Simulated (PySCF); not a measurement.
# Calculated properties of `C#C/C(=C\Cl)CC(F)(F)F`

Compound: C6H4ClF3.
Geometry (GFN2-xTB, Å), atoms numbered from 1 in this order:
```
atom  x, y, z in Å
C1     1.6564    0.6173   -2.1009
C2     0.9768    0.6631   -1.1122
C3     0.1691    0.7018    0.0459
C4     0.5120    1.3904    1.1392
Cl5    1.9446    2.3175    1.2412
C6    -1.0980   -0.1185    0.0097
C7    -0.8059   -1.5622    0.3905
F8    -0.2775   -1.6635    1.6185
F9    -1.9260   -2.3045    0.3968
F10    0.0441   -2.1632   -0.4488
H11    2.2585    0.5771   -2.9589
H12   -0.0962    1.4052    2.0302
H13   -1.8326    0.2619    0.7210
H14   -1.5260   -0.1229   -0.9944
```

Structural features include: alkyne, C=C double bond, CF3 group, C–F bond and C–Cl bond.

GFN2-xTB geometry:

- Point group of the GFN2-xTB geometry: C1
- Rotational constants A, B, C of the GFN2-xTB geometry: 1.951, 0.658, 0.556 GHz

From PBE0/def2-SVPD ground state and vertical TDDFT (core frozen in the response) (PySCF):

- Dipole moment: 1.98 D
- HOMO energy: -7.33 eV
- LUMO energy: -1.57 eV
- HOMO–LUMO gap: 5.76 eV
- Lowest singlet excitation: 5.25 eV (236 nm, f = 0.001)
- Strongest line among the 6 lowest singlet transitions: S2 at 5.30 eV (234 nm, f = 0.284)
- Lowest triplet excitation (Tamm–Dancoff): 3.18 eV
- Static isotropic polarisability: 87.9 au
- Electronic spatial extent ⟨r²⟩ about the centre of nuclear charge: 1870 bohr²

From PBE0/pcSseg-1 ground state and GIAO shieldings, non-relativistic (PySCF):

* Lowest Hirshfeld atomic charge: -0.10 e on F8/F9
* Highest Hirshfeld atomic charge: +0.26 e on C7
* 13C chemical shifts (computed TMS as zero) by class: 147.7 (C4), 134.1 (C7), 122.3 (C3), 100.0 (C1), 83.5 (C2), 44.2 (C6) ppm
* 1H chemical shifts (computed TMS as zero) by class: 6.73 (H12), 3.36 (H11), 2.86 (H13/H14) ppm
* Isotropic shieldings of nuclei other than C and H, by class: 252 (F8/F9/F10), 703 (Cl5) ppm
* Mayer bond orders between heavy atoms: C1–C2 2.34, C2–C3 1.00, C3–C4 1.77, C4–Cl5 1.09, C3–C6 1.06, C6–C7 1.01, C7–F8 1.01, C7–F9 1.00, C7–F10 1.02

Monoisotopic mass from the formula: 167.9954 u.

The principal polarisabilities are 61.8, 95.5 and 106.2 au; their mean is the isotropic value. The polarisability is 13.02 Å³ as a volume (1 au = 0.148185 Å³), or 1.05 au for each of the 84 electrons. With B = h/(8π²I), that is 505.379 GHz u Å² over I, the principal moments of inertia are 259.0, 767.6 and 909.7 u Å² (most abundant isotopes). No computed singlet falls in the visible range (750 to 380 nm, 1.65 to 3.26 eV); S1 lies 1.99 eV above its blue end.

The structure is a single GFN2-xTB conformer in the gas phase; no vibrational or solvent corrections. NMR classes are plain means over equivalent atoms (diastereotopic ones count apart unless rotation or inversion swaps them), as if these changed places fast; in this geometry the members of some classes differ.
